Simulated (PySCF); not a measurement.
Cd(Me)(OH) (CH4CdO), SMILES [CH3][Cd][OH].

Coordinates come from a PBE0-D3(BJ)/def2-TZVP optimisation. The def2 effective core potentials stand for the cores of Cd; spin–orbit coupling is left out. The values are those of a single conformer.

Method: TDDFT-B3LYP/def2-SVPD (PySCF 2.14.0).

Vertical excitations. The molecule is in vacuum.

Computed excitation energies, oscillator strengths and character:
```tsv
state	energy (eV)	λ (nm)	f	main pairs
S1	5.32	233	0.024	HOMO→LUMO 98 %
S2	6.00	207	0.094	HOMO−1→LUMO 52 %, HOMO→LUMO+2 39 %
S3	6.03	206	0.001	HOMO→LUMO+1 99 %
S4	6.35	195	0.030	HOMO−1→LUMO+1 94 %
S5	6.42	193	0.009	HOMO−1→LUMO+2 98 %
S6	6.68	185	0.362	HOMO−1→LUMO 40 %, HOMO→LUMO+2 37 %, HOMO−2→LUMO 15 %
S7	6.88	180	0.005	HOMO−2→LUMO 69 %, HOMO→LUMO+2 18 %
S8	7.38	168	0.005	HOMO→LUMO+3 88 %
S9	7.48	166	0.209	HOMO−2→LUMO+1 85 %
S10	7.55	164	0.191	HOMO−2→LUMO+2 93 %
T1	4.95	251	0	HOMO→LUMO 96 %
T2	5.08	244	0	HOMO−1→LUMO 96 %
T3	5.83	213	0	HOMO→LUMO+2 66 %, HOMO−2→LUMO 28 %
T4	5.95	208	0	HOMO→LUMO+1 99 %
```
Triplets are in the Tamm–Dancoff approximation, which puts them higher than full response would, so one can lie above its singlet here.
